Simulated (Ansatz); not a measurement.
Reaction (formal loss of a carbene): `FBCF` → `FBF` + `[CH2]` (triplet)

Program: Ansatz. Geometries: PBE0-D4/def2-TZVP. ΔE: electronic, gas phase. CCSD(T)/CBS is the MP2 limit (def2-TZVPP, def2-QZVPP) plus CCSD(T) − MP2 in def2-TZVPP, frozen cores. This one scheme is used for every species. DFT in def2-TZVPP. B3LYP here is the variant with VWN-RPA as its local correlation; programs differ in this. HSE06 is defined as in plane-wave codes. Triplets are unrestricted, without spin–orbit coupling. Each species was taken in one conformer, which may not be the lowest.

`FBCF`:

```xyz
7

F     1.090    1.385   -0.750
B     0.203    0.870    0.075
C    -0.190   -0.641   -0.010
F     0.463   -1.348   -1.000
H    -0.297    1.589    0.896
H    -1.275   -0.729   -0.169
H     0.005   -1.126    0.958
```

`FBF`:

Z-matrix (Å, degrees):
```
B
F 1 1.313
F 1 1.313 2 118.1
H 1 1.191 2 121.0 3 180.0
```

`[CH2]` (triplet):

Cartesian coordinates in Å:
```
C 0.226 0.139 0.077
H -0.272 0.593 -0.766
H 0.046 -0.731 0.689
```

```json
{"level": "revPBE-D4", "ΔE (kcal/mol)": "53.3", "difference from CCSD(T)/CBS": "1.5"}
{"level": "r2SCANh-D4", "ΔE (kcal/mol)": "46.9", "difference from CCSD(T)/CBS": "-4.9"}
{"level": "r2SCAN0-D4", "ΔE (kcal/mol)": "45.9", "difference from CCSD(T)/CBS": "-5.9"}
{"level": "HSE06-D4", "ΔE (kcal/mol)": "53.3", "difference from CCSD(T)/CBS": "1.5"}
{"level": "BHLYP-D4", "ΔE (kcal/mol)": "48.2", "difference from CCSD(T)/CBS": "-3.6"}
{"level": "ωB97X-V", "ΔE (kcal/mol)": "56.8", "difference from CCSD(T)/CBS": "5.0"}
{"level": "PBE", "ΔE (kcal/mol)": "55.5", "difference from CCSD(T)/CBS": "3.7"}
{"level": "BLYP", "ΔE (kcal/mol)": "50.9", "difference from CCSD(T)/CBS": "-0.9"}
{"level": "B3LYP", "ΔE (kcal/mol)": "50.6", "difference from CCSD(T)/CBS": "-1.2"}
{"level": "HSE06", "ΔE (kcal/mol)": "52.5", "difference from CCSD(T)/CBS": "0.7"}
{"level": "CAM-B3LYP", "ΔE (kcal/mol)": "52.1", "difference from CCSD(T)/CBS": "0.3"}
{"level": "CCSD/def2-SVP", "ΔE (kcal/mol)": "43.9", "difference from CCSD(T)/CBS": "-7.9"}
{"level": "MP2/def2-TZVPP", "ΔE (kcal/mol)": "49.6", "difference from CCSD(T)/CBS": "-2.2"}
{"level": "HF/def2-QZVPP", "ΔE (kcal/mol)": "17.8", "difference from CCSD(T)/CBS": "-34.0"}
{"level": "SCS-MP2/def2-QZVPP", "ΔE (kcal/mol)": "53.2", "difference from CCSD(T)/CBS": "1.4"}
{"level": "MP2/CBS(def2)", "ΔE (kcal/mol)": "52.5", "difference from CCSD(T)/CBS": "0.7"}
{"level": "CCSD(T)/CBS", "ΔE (kcal/mol)": "51.8", "difference from CCSD(T)/CBS": "0"}
```

Largest T1 diagnostic among the species: 0.013.

At CCSD(T), def2-SVP lies −6.2 kcal/mol from the extrapolated value and def2-TZVPP −2.9 kcal/mol. In def2-TZVPP, CCSD(T) changes the Hartree–Fock value by +31.0 kcal/mol (the triples alone add +2.4 kcal/mol) and MP2 by +31.7 kcal/mol.
